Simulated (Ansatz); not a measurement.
Consider the substitution at a C–Si bond: `C[SiH2][SiH2][TeH]` + `[SH][Sn][SH]` → `C[S][Sn][SH]` + `[SiH3][SiH2][TeH]`.

Calculated with Ansatz (gas phase, PBE0-D4/def2-TZVP geometries, no zero-point term in ΔE). CBS: MP2 limit from def2 TZ/QZ plus the TZ coupled-cluster correction, frozen cores. DFT in def2-TZVPP. def2 core potentials past Kr. For Sn, Te outer-core shells are correlated without core-valence functions, which leaves a few kJ/mol of doubt a bond. Each species was taken in one conformer, which may not be the lowest.

```json
{"level": "ωB97X-V", "ΔE (kcal/mol)": "13.4"}
{"level": "CCSD(T)/def2-TZVPP", "ΔE (kcal/mol)": "13.5"}
```

**Question.** What does CCSD(T)/CBS give? (An estimate is asked.)

**Answer.** The calculation gave: +13.3 kcal/mol. The listed levels differ from it by 0.1, 0.2 kcal/mol.

Largest T1 diagnostic among the species: 0.016.

CCSD(T)/CBS has its own doubt, a few kJ/mol and more with outer-core shells, so smaller differences from it don't rank the levels.
